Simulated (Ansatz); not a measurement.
Consider the formal hydrolysis of a Ga–O bond: `[F][Ga]([F])[O][SiH3]` + H₂O → `[OH][Ga]([F])[F]` + `O[SiH3]`.

Gas-phase electronic energies from Ansatz, PBE0-D4/def2-TZVP geometries. CCSD(T)/CBS adds triple-zeta CCSD(T) − MP2 to the extrapolated MP2 energy (def2 sets, frozen cores). This one scheme is used for every species. Functionals use def2-TZVPP. For Ga outer-core shells are correlated without core-valence functions, which leaves a few kJ/mol of doubt a bond. Scalar relativity is left out up to krypton. Each species was taken in one conformer, which may not be the lowest.

| species | RPA@PBE/def2-TZVPP energy (Eh) |
| --- | --- |
| `[F][Ga]([F])[O][SiH3]` | -2489.54245 |
| H₂O | -76.45633 |
| `[OH][Ga]([F])[F]` | -2199.16921 |
| `O[SiH3]` | -366.82468 |

**Question.** Work out ΔE.

**Answer.** ΔE = (-2199.16921) + (-366.82468) − (-2489.54245) − (-76.45633) = 0.00489 Eh = +12.8 kJ/mol. CCSD(T)/CBS gives +14.5 kJ/mol.

**Question.** What do rigid-rotor, harmonic-oscillator terms from PBE0-D4/def2-TZVP frequencies (298.15 K, 1 bar) make of the CCSD(T)/CBS value? (Best estimate.)

**Answer.** Ansatz gave: ΔZPE = +3.0 kJ/mol, ΔH = +13.6 kJ/mol, ΔS = -6 J/(mol·K), ΔG = +15.3 kJ/mol. Modes under 50 cm⁻¹ make the entropy rough.

Largest T1 diagnostic among the species: 0.015.

From BLYP to BHLYP (50 % exact exchange), in def2-TZVPP and without D4, ΔE moves by +8.7 kJ/mol. Leaving LDA and LC-ωPBE aside and taking each functional with its dispersion term where it has one, the values, not all of them listed here, spread over 11.4 kJ/mol, from PBE-D4 to BHLYP-D4.
